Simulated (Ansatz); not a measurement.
C2H5BF2, SMILES `CC(F)BF` from Hartree–Fock to CCSD(T)

Z-matrix (Å, degrees):
```
C
C 1 1.517
H 1 1.092 2 110.0
H 1 1.091 2 110.3 3 -119.8
H 1 1.092 2 111.1 3 120.1
F 2 1.396 1 109.2 3 177.3
B 2 1.573 1 113.0 3 -59.5
H 2 1.101 1 108.8 3 61.3
F 7 1.323 2 117.6 1 61.6
H 7 1.197 2 124.2 1 -118.1
```

Charge 0, multiplicity 1. Geometry: relaxed with PBE0-D4/def2-TZVP. It is one conformer, not always the lowest. Frozen core, restricted reference, Ansatz. CBS rows extrapolate triple and quadruple zeta; past MP2 they add the triple-zeta difference.

```csv
basis,HF (Eh),MP2 corr.,CCSD corr.,(T),CCSD(T) total
def2-TZVPP,-302.38676,?,-0.96885,-0.03180,?
def2-QZVPP,-302.40035,?,–,–,–
CBS(def2),?,-1.07087,?,as TZ,?
```

Problem. Fill in the withheld values. (An estimate is asked.)

Solution. Ansatz gave: def2-TZVPP MP2 corr.: -0.93652; def2-TZVPP CCSD(T) total: -303.38741; def2-QZVPP MP2 corr.: -1.01370; CBS(def2) HF (Eh): -302.40222; CBS(def2) CCSD corr.: -1.10319; CBS(def2) CCSD(T) total: -303.53721.
